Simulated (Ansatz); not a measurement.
Isolated molecules relaxed with PBE0-D4/def2-TZVP in Ansatz; ΔE leaves out vibrations. CCSD(T)/CBS adds triple-zeta CCSD(T) − MP2 to the extrapolated MP2 energy (def2 sets, frozen cores). Functionals use def2-TZVPP. HSE06 is defined as in plane-wave codes. For V, Zn outer-core shells are correlated without core-valence functions, which leaves a few kJ/mol of doubt a bond. Scalar relativity is left out up to krypton. Each species was taken in one conformer, which may not be the lowest.

Reaction (redistribution): `[CH3][Zn][F]` + `[NH]=[V]([F])([Cl])[Cl]` → `[F][Zn][Cl]` + `[CH3][V](=[NH])([F])[Cl]`

Problem. Is it downhill or uphill in electronic energy at CCSD(T)/CBS, and by how much? (Estimate.)

Solution. The calculation gave: Nearly level: ΔE = 0.00 eV.

Problem. What do these levels give: PBE0-D4, r2SCANh-D4, BHLYP-D4, BLYP, r2SCANh, r2SCAN0, HSE06, CCSD/def2-SVP, CCSD(T)/def2-SVP, MP2/def2-TZVPP, HF/def2-QZVPP, MP2/CBS(def2)? (Estimate.)

Solution. Computed: PBE0-D4 0.16, r2SCANh-D4 0.19, BHLYP-D4 -0.03, BLYP 0.36, r2SCANh 0.20, r2SCAN0 0.10, HSE06 0.16, CCSD/def2-SVP -0.06, CCSD(T)/def2-SVP 0.09, MP2/def2-TZVPP 0.51, HF/def2-QZVPP -0.47, MP2/CBS(def2) 0.42 eV.

Problem. What do rigid-rotor, harmonic-oscillator terms from PBE0-D4/def2-TZVP frequencies (298.15 K, 1 bar) make of the CCSD(T)/CBS value? (An estimate is asked.)

Solution. Computed: ΔZPE = -0.01 eV, ΔH = 0.00 eV, ΔS = 0 J/(mol·K), ΔG = 0.00 eV.

Largest T1 diagnostic among the species: 0.031, so the coupled-cluster value is less sure than usual.

From r2SCAN to r2SCAN0 (25 % exact exchange), in def2-TZVPP and without D4, ΔE moves by −0.17 eV. Leaving LDA and LC-ωPBE aside and taking each functional with its dispersion term where it has one, the values, not all of them listed here, spread over 0.40 eV, from BHLYP-D4 to BLYP-D4. LDA lies +0.08 eV from PBE without D4. At CCSD(T), def2-SVP lies +0.09 eV from the extrapolated value and def2-TZVPP +0.10 eV.
